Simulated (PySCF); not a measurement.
A PySCF script (with the pyscf-properties extension) for the NMR shieldings of `InChI=1S/C4H13BFN/c1-2-3-4-5(6)7/h5H,2-4H2,1,7H3/t5-/m0/s1`, on a GFN2-xTB geometry:

```python
import basis_set_exchange as bse
import numpy as np
from pyscf import gto, dft
from pyscf.prop import nmr

atoms = """
C    -2.949666    0.472305   -0.456823
C    -1.807495   -0.536577   -0.429654
C    -0.503979    0.082920    0.072322
C     0.659286   -0.910048    0.062435
B     2.043581   -0.331900    0.680935
N     2.580170    0.858607   -0.377277
F     3.096097   -1.240187    0.601010
H    -3.131568    0.868099    0.540271
H    -3.865140    0.006192   -0.814259
H    -2.709652    1.305474   -1.115443
H    -2.078525   -1.372891    0.217823
H    -1.653498   -0.935166   -1.435885
H    -0.268861    0.947101   -0.559041
H    -0.650793    0.452740    1.089409
H     0.807559   -1.266997   -0.961756
H     0.361527   -1.786590    0.641140
H     1.986438    0.180696    1.754291
H     2.727884    0.402015   -1.272278
H     3.461797    1.219118   -0.027645
H     1.889689    1.595766   -0.458530
"""
names = dict.fromkeys(["C", "B", "N", "F", "H"], "pcSseg-1")
basis = {el: gto.basis.parse(bse.get_basis(n, elements=[el], fmt="nwchem")) for el, n in names.items()}
mol = gto.M(atom=atoms, basis=basis, charge=0, verbose=0)
mf = dft.RKS(mol, xc="PBE0")
mf.grids.level = 2
mf.grids.alignment = dft.numint.BLKSIZE   # the property module wants whole blocks of grid points
mf.conv_tol = 1e-9
mf.kernel()

calc = nmr.RKS(mf)   # GIAO
C = mf.mo_coeff
Co = C[:, mf.mo_occ > 0]
resp = mf.gen_response(singlet=True, hermi=2)
def vind(x):   # induced exchange potential for any number of trial vectors
    d = np.einsum("pi,xij,qj->xpq", C, 2 * x.reshape(-1, C.shape[1], Co.shape[1]), Co, optimize=True)
    return np.einsum("xpq,pi,qj->xij", resp(d - d.transpose(0, 2, 1)), C, Co, optimize=True).ravel()
mo1, _ = nmr.rhf.solve_mo1(calc, with_cphf=vind)
sigma = calc.kernel(mo1)
for i, s in enumerate(sigma):   # ppm
    print("%2d %-2s %9.2f" % (i, mol.atom_pure_symbol(i), np.trace(s) / 3))
```

**Question.** What does it print?

**Answer.** 
```
 0 C     169.04
 1 C     154.02
 2 C     151.69
 3 C     158.72
 4 B      98.56
 5 N     210.66
 6 F     375.41
 7 H      30.75
 8 H      30.47
 9 H      30.91
10 H      30.29
11 H      30.40
12 H      31.43
13 H      30.36
14 H      31.77
15 H      30.86
16 H      28.25
17 H      29.39
18 H      28.76
19 H      28.82
```

These numbers come from an equivalent density-fitted implementation of the same equations, which agrees with the script to about 0.01 ppm for H and up to a few tenths of a ppm for heavy atoms, so last digits may differ.

Size and cost of the density-fitted run: 184 basis functions, 36 s wall time on 1 thread of an Arm Neoverse V1, shared host; peak memory 0.83 GiB.
